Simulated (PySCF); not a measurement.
CH3F2O2Ta, SMILES C[O][Ta](=[O])([F])[F], multiplicity 1.

The structure is a stationary point at PBE-D3(BJ)/def2-SVP. The multiplicity is an assumed one; no other spin state was optimised. The structure was generated by enumeration; whether it is a known compound was not checked. The def2 effective core potentials stand for the cores of Ta; spin–orbit coupling is left out. The values are those of a single conformer.

Calculation: PBE-D3(BJ)/def2-SVP (PySCF 2.14.0).

Frequencies are harmonic and unscaled.

```json
[
 {"mode": "1", "ν (cm⁻¹)": "78", "IR (km/mol)": "0.5", "moving atoms (share of kinetic energy)": "H 38 %, F 32 %, C 22 %"},
 {"mode": "2", "ν (cm⁻¹)": "86", "IR (km/mol)": "0.0", "moving atoms (share of kinetic energy)": "H 78 %, F 11 %, C 9 %"},
 {"mode": "3", "ν (cm⁻¹)": "96", "IR (km/mol)": "4.9", "moving atoms (share of kinetic energy)": "O 32 %, C 30 %, H 17 %, F 15 %"},
 {"mode": "4", "ν (cm⁻¹)": "156", "IR (km/mol)": "10.0", "moving atoms (share of kinetic energy)": "F 87 %"},
 {"mode": "5", "ν (cm⁻¹)": "189", "IR (km/mol)": "13.4", "moving atoms (share of kinetic energy)": "F 56 %, O 24 %, Ta 13 %"},
 {"mode": "6", "ν (cm⁻¹)": "202", "IR (km/mol)": "6.7", "moving atoms (share of kinetic energy)": "O 65 %, F 27 %"},
 {"mode": "7", "ν (cm⁻¹)": "255", "IR (km/mol)": "16.0", "moving atoms (share of kinetic energy)": "O 67 %, F 24 %"},
 {"mode": "8", "ν (cm⁻¹)": "293", "IR (km/mol)": "4.0", "moving atoms (share of kinetic energy)": "O 76 %, Ta 8 %"},
 {"mode": "9", "ν (cm⁻¹)": "571", "IR (km/mol)": "55.9", "moving atoms (share of kinetic energy)": "O 47 %, C 30 %, Ta 13 %, H 10 %"},
 {"mode": "10", "ν (cm⁻¹)": "666", "IR (km/mol)": "89.5", "moving atoms (share of kinetic energy)": "F 93 %"},
 {"mode": "11", "ν (cm⁻¹)": "673", "IR (km/mol)": "112.0", "moving atoms (share of kinetic energy)": "F 84 %, Ta 15 %"},
 {"mode": "12", "ν (cm⁻¹)": "966", "IR (km/mol)": "111.6", "moving atoms (share of kinetic energy)": "O 91 %, Ta 8 %"},
 {"mode": "13", "ν (cm⁻¹)": "1122", "IR (km/mol)": "80.4", "moving atoms (share of kinetic energy)": "H 55 %, C 25 %, O 20 %"},
 {"mode": "14", "ν (cm⁻¹)": "1130", "IR (km/mol)": "0.4", "moving atoms (share of kinetic energy)": "H 77 %, C 19 %"},
 {"mode": "15", "ν (cm⁻¹)": "1152", "IR (km/mol)": "220.8", "moving atoms (share of kinetic energy)": "O 47 %, C 31 %, H 22 %"},
 {"mode": "16", "ν (cm⁻¹)": "1412", "IR (km/mol)": "12.1", "moving atoms (share of kinetic energy)": "H 90 %"},
 {"mode": "17", "ν (cm⁻¹)": "1413", "IR (km/mol)": "5.1", "moving atoms (share of kinetic energy)": "H 97 %"},
 {"mode": "18", "ν (cm⁻¹)": "1416", "IR (km/mol)": "4.2", "moving atoms (share of kinetic energy)": "H 95 %"},
 {"mode": "19", "ν (cm⁻¹)": "2949", "IR (km/mol)": "51.4", "moving atoms (share of kinetic energy)": "H 98 %"},
 {"mode": "20", "ν (cm⁻¹)": "3046", "IR (km/mol)": "13.2", "moving atoms (share of kinetic energy)": "H 90 %, C 10 %"},
 {"mode": "21", "ν (cm⁻¹)": "3053", "IR (km/mol)": "13.0", "moving atoms (share of kinetic energy)": "H 90 %, C 10 %"}
]
```
